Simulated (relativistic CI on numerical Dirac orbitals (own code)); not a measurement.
Computed by Dirac-Coulomb-Breit CI, orbitals from a KLI potential per configuration, QED by a radiative potential, unscaled Slater integrals (own radial code, finite nucleus).

CI space (outside the closed core [Ne]): 3s²3p⁶3d⁹, 3s²3p⁵3d¹⁰, 3s3p⁶3d¹⁰, 3s²3p⁶3d⁸4s, 3s²3p⁶3d⁸4p, 3s²3p⁶3d⁸4d, 3s²3p⁴3d¹⁰4s, 3s²3p⁵3d⁹4s, 3s²3p⁶3d⁸4f, 3s²3p⁴3d¹⁰4p, 3s²3p⁵3d⁹4p, 3s²3p⁴3d¹⁰4d, 3s²3p⁶3d⁷4s², 3s3p⁵3d¹⁰4s, 3s²3p⁶3d⁷4s4p, 3s3p⁵3d¹⁰4p, 3s²3p⁵3d⁹4d, 3s²3p⁶3d⁸5s, 3s3p⁶3d⁹4s, 3s²3p⁶3d⁷4p², 3s²3p⁶3d⁸5p, 3s²3p⁶3d⁷4s4d, 3s3p⁵3d¹⁰4d, 3p⁶3d¹⁰4s, 3s3p⁶3d⁹4p, 3s²3p⁶3d⁸5d, 3s²3p⁵3d⁹4f, 3s²3p⁶3d⁷4p4d, 3s²3p⁵3d⁸4s², 3p⁶3d¹⁰4p, 3s²3p⁶3d⁸5f, 3s²3p⁶3d⁸5g, 3s²3p⁵3d⁸4s4p, 3s²3p⁶3d⁷4d², 3s3p⁶3d⁹4d, 3p⁶3d¹⁰4d. Levels of other configurations are missing.

At this charge energies of transitions that change n are usually good to better than 1 %, and those within a shell (Δn = 0) to a few per cent.

Outline of the computed level scheme of Ce XXXII. Lowest level of each configuration: 3s²3p⁶3d⁹ ²D5/2 at 0.000 eV; 3s²3p⁵3d¹⁰ ²P°3/2 at 291.265 eV; 3s3p⁶3d¹⁰ ²S1/2 at 543.903 eV; 3s²3p⁶3d⁸4s ⁴F9/2 at 785.351 eV; 3s²3p⁶3d⁸4p ⁴D°7/2 at 846.245 eV.

Some strong electric-dipole decays among the lowest 45 levels: 3s²3p⁶3d⁸4p ²F°7/2 → 3s²3p⁶3d⁹ ²D5/2 (3.1e+12 s⁻¹); 3s²3p⁶3d⁸4p ²P°3/2 → 3s²3p⁶3d⁹ ²D5/2 (2.7e+12 s⁻¹); 3s²3p⁶3d⁸4p ²D°5/2 → 3s²3p⁶3d⁹ ²D5/2 (2.2e+12 s⁻¹); 3s²3p⁶3d⁸4p ²D°5/2 → 3s²3p⁶3d⁹ ²D5/2 (2.0e+12 s⁻¹); 3s²3p⁵3d¹⁰ ²P°1/2 → 3s²3p⁶3d⁹ ²D3/2 (1.7e+12 s⁻¹); 3s²3p⁶3d⁸4p ⁴F°3/2 → 3s²3p⁶3d⁹ ²D3/2 (1.2e+12 s⁻¹); 3s²3p⁶3d⁸4p ⁴G°5/2 → 3s²3p⁶3d⁹ ²D5/2 (8.2e+11 s⁻¹); 3s²3p⁶3d⁸4p ⁴D°3/2 → 3s²3p⁶3d⁹ ²D5/2 (8.2e+11 s⁻¹).

LS names give the leading component of a level, which can be under half, so a name can repeat, a term be missing and a line seem to break the LS rules.
